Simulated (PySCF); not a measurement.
SMILES CC[SH+]CC (C4H11S (cation, charge +1)), GFN2-xTB optimised geometry.

```
16

C     -2.29     1.55    -0.45
C     -0.86     1.34     0.00
S     -0.46    -0.46     0.00
C      1.39    -0.46     0.00
C      1.91    -1.81    -0.45
H     -2.53     2.61    -0.38
H     -2.44     1.24    -1.49
H     -2.99     1.01     0.18
H     -0.15     1.85    -0.65
H     -0.73     1.67     1.03
H     -0.61    -0.65    -1.33
H      1.73     0.35    -0.65
H      1.68    -0.25     1.03
H      2.99    -1.81    -0.38
H      1.54    -2.61     0.18
H      1.64    -2.02    -1.48
```

Density from PBE0/def2-TZVP in PySCF at that geometry.

Minimum of the electron density along straight lines between bonded atoms, close to the bond critical point (lines longer than 1.1 times the sum of covalent radii, or with two minima, are not listed):

| bond | length / Å | ρ at the minimum / e bohr⁻³ | ∇²ρ there / e bohr⁻⁵ | position (fraction from the first atom) |
|---|---|---|---|---|
| C1–C2 | 1.514 | 0.248 | -0.62 | 0.47 |
| C2–S3 | 1.844 | 0.173 | -0.26 | 0.44 |
| S3–C4 | 1.844 | 0.173 | -0.26 | 0.56 |
| C4–C5 | 1.514 | 0.248 | -0.62 | 0.53 |
| C1–H6 | 1.088 | 0.280 | -0.97 | 0.65 |
| C1–H7 | 1.087 | 0.281 | -0.97 | 0.64 |
| C1–H8 | 1.087 | 0.282 | -0.98 | 0.65 |
| C2–H9 | 1.089 | 0.285 | -1.01 | 0.65 |
| C2–H10 | 1.090 | 0.284 | -1.01 | 0.65 |
| S3–H11 | 1.355 | ? | ? | 0.67 |
| C4–H12 | 1.089 | 0.285 | -1.01 | 0.65 |
| C4–H13 | 1.090 | 0.284 | -1.01 | 0.65 |
| C5–H14 | 1.088 | 0.280 | -0.97 | 0.65 |
| C5–H15 | 1.087 | 0.282 | -0.98 | 0.65 |
| C5–H16 | 1.087 | 0.281 | -0.97 | 0.64 |

### Question
Some entries are withheld; supply them.

### Answer

- S3–H11, ρ at the minimum / e bohr⁻³: 0.222
- S3–H11, ∇²ρ there / e bohr⁻⁵: -0.68
